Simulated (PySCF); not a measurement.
Compound: C4H10O2Si2.
Numbering: `[CH3:1][CH2:2][O:3][SiH2:4][C:5]#[C:6][SiH2:7][OH:8]` (hydrogens: H9, H10, H11 on C1; H12, H13 on C2; H14, H15 on Si4; H16, H17 on Si7; H18 on O8)

Theory: PySCF 2.14.0, density-fitted response routines, TDDFT CAM-B3LYP/def2-SVPD, vertical, gas phase, core orbitals frozen in the response. Geometry: PBE0-D3(BJ)/def2-SVP, one conformer, isolated molecule. Torsions of this conformer, `[CH3:1][CH2:2][O:3][SiH2:4][C:5]#[C:6][SiH2:7][OH:8]`: C1–C2–O3–Si4 -173°, C2–O3–Si4–C5 56°, H–O8–Si7–C6 54°.

Question: What does the calculation give for the low-lying excited states?

Answer: 

```json
{"state": "S1", "E (eV)": "5.40", "λ (nm)": "229.7", "ν̃ (cm⁻¹)": "43530", "f": "0.0002", "main configurations (H = HOMO, L = LUMO)": "H→L (57%), H-1→L+1 (12%), H-2→L (10%)"}
{"state": "S2", "E (eV)": "5.67", "λ (nm)": "218.6", "ν̃ (cm⁻¹)": "45750", "f": "0.0019", "main configurations (H = HOMO, L = LUMO)": "H-1→L (39%), H→L+1 (39%)"}
{"state": "S3", "E (eV)": "5.72", "λ (nm)": "216.6", "ν̃ (cm⁻¹)": "46160", "f": "0.0018", "main configurations (H = HOMO, L = LUMO)": "H-1→L+1 (63%), H→L (14%)"}
{"state": "S4", "E (eV)": "6.79", "λ (nm)": "182.6", "ν̃ (cm⁻¹)": "54760", "f": "0.0028", "main configurations (H = HOMO, L = LUMO)": "H-2→L (38%), H-2→L+1 (32%)"}
{"state": "S5", "E (eV)": "7.17", "λ (nm)": "173.0", "ν̃ (cm⁻¹)": "57810", "f": "0.015", "main configurations (H = HOMO, L = LUMO)": "H-4→L (52%), H-2→L+1 (18%), H-2→L (9%)"}
{"state": "S6", "E (eV)": "7.28", "λ (nm)": "170.4", "ν̃ (cm⁻¹)": "58680", "f": "0.089", "main configurations (H = HOMO, L = LUMO)": "H-2→L (20%), H-4→L (18%), H-2→L+1 (17%)"}
```

The lowest singlet comes at 230 nm (521 kJ/mol) in the ultraviolet; it is dark (f under 0.0005); its leading configuration is HOMO→LUMO (57%). The most intense listed level is S6 at 7.28 eV (170 nm, f = 0.089), 1.88 eV above S1. It is the last of those listed, so stronger ones may follow. Löwdin shares by element: HOMO carbon 60% or more, silicon 8% or more, oxygen 7% or more (atoms not listed hold the other 25%); LUMO carbon 43% or more, silicon 18% or more, oxygen 10% or more (atoms not listed hold the other 29%). Weighted by f, the mean energy of these states is 7.19 eV. The listed states span 1.88 eV, and the widest gap between neighbours is 1.07 eV (S3 to S4). The oscillator strengths of these states sum to 0.111; summed over the whole spectrum of an exact calculation they would give the number of electrons, 78 (Thomas–Reiche–Kuhn). Only the lowest 6 singlets were computed, as vertical energies without vibronic structure.
